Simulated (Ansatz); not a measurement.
CHF$_{2}$GeN, SMILES `N#[C][GeH]([F])[F]` at its PBE0-D4/def2-TZVP geometry, where that method's forces vanish. Charge 0, multiplicity 1.

| atom | x (Å) | y (Å) | z (Å) |
| --- | --- | --- | --- |
| N1 | -0.7910 | -1.2716 | 2.0066 |
| C2 | -0.4270 | -0.6861 | 1.0857 |
| Ge3 | 0.2038 | 0.3475 | -0.3914 |
| F4 | -1.1338 | 0.5745 | -1.4337 |
| F5 | 1.3110 | -0.6422 | -1.2410 |
| H6 | 0.8371 | 1.6778 | -0.0262 |

(1) For each bond, give half the difference of the two atoms' forces along it (eV/Å; positive pushes the atoms apart) under PBE-D4, r2SCAN-D4, B3LYP-D4, ωB97M-V in def2-TZVPP. (Estimate.)

Answers

(1) Computed: 
```tsv
bond	length (Å)	PBE-D4	r2SCAN-D4	B3LYP-D4	ωB97M-V
N1–C2	1.150	1.47	0.57	-0.01	-0.25
C2–Ge3	1.910	-0.82	-0.31	0.01	0.17
Ge3–F4	1.711	0.57	0.06	0.28	0.10
Ge3–F5	1.711	0.57	0.06	0.28	0.10
Ge3–H6	1.518	-0.08	-0.07	-0.14	-0.20
```

B3LYP here is the variant with VWN-RPA as its local correlation; programs differ in this.
